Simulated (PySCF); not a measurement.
**CdB⁺: frontier orbitals**

RHF at R = 2.517 Å; Cd cc-pVDZ-PP with ECP28, B cc-pVDZ; scalar-relativistic core potentials (PySCF 2.14). State: ¹Σ⁺ (singlet), closed shell. Only the outer orbitals are listed, counted within each symmetry, core potentials removing the inner ones.

| orbital | occ. | ε (eV) | on Cd (%) | main shells (%) |
| --- | --- | --- | --- | --- |
| 4σ | 2 | -26.90 | 98 | 97 Cd d |
| 2π | 2 | -26.72 | 100 | 100 Cd d |
| 2π | 2 | -26.72 | 100 | 100 Cd d |
| 1δ | 2 | -26.71 | 100 | 100 Cd d |
| 1δ | 2 | -26.71 | 100 | 100 Cd d |
| 5σ | 2 | -20.82 | 11 | 87 B s |
| 6σ | 2 | -13.68 | 57 | 56 Cd s, 32 B p, 10 B s |
| 7σ | 0 | -5.66 | 61 | 39 B p, 34 Cd s, 27 Cd p |
| 3π | 0 | -5.00 | 32 | 67 B p, 32 Cd p |
| 3π | 0 | -5.00 | 32 | 67 B p, 32 Cd p |

Question: Which are the highest filled and the lowest empty level, where do they sit, and how wide is the gap?

Answer: Highest filled 6σ at -13.68 eV (in %: 56 Cd s, 32 B p, 10 B s); lowest empty 7σ at -5.66 eV (in %: 39 B p, 34 Cd s, 27 Cd p); the gap at RHF is 8.02 eV.

```
bond order (Mayer)                                                                                                : 0.90
⟨S²⟩                                                                                                              : 0.000
charge on Cd (Mulliken, basis-dependent)                                                                          : 0.68
charge on Cd (Löwdin, basis-dependent)                                                                            : 0.68
dipole moment (positive dipole points towards B; it is taken about the centre of mass and depends on that origin) : 1.46 D
polarisability along the bond                                                                                     : 117.8 bohr³
polarisability across the bond                                                                                    : 41.3 bohr³
```
